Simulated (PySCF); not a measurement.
CH3ClGa, SMILES [Cl][Ga+][CH3], charge +1.

Coordinates come from a r2SCAN-D4/def2-TZVP optimisation. The multiplicity is an assumed one; other spin states were not compared. The isomer is the one that the SMILES or the coordinates give; other isomers of the formula were not compared.

Method: PBE/def2-TZVPD in PySCF.

The molecule is in vacuum.

The total energy comes out as -2424.23083 hartree. The point group comes out as C3v, the highest occupied level is -13.95 eV and the lowest empty level comes out as -8.22 eV. The orbital gap comes out as 5.73 eV and the dipole moment about the centre of nuclear charge comes out as 3.42 D. The mean static polarisability is 47.6 bohr³ (7.05 Å³) and the polarisability, principal values is 35.4, 35.4, 71.9 bohr³.
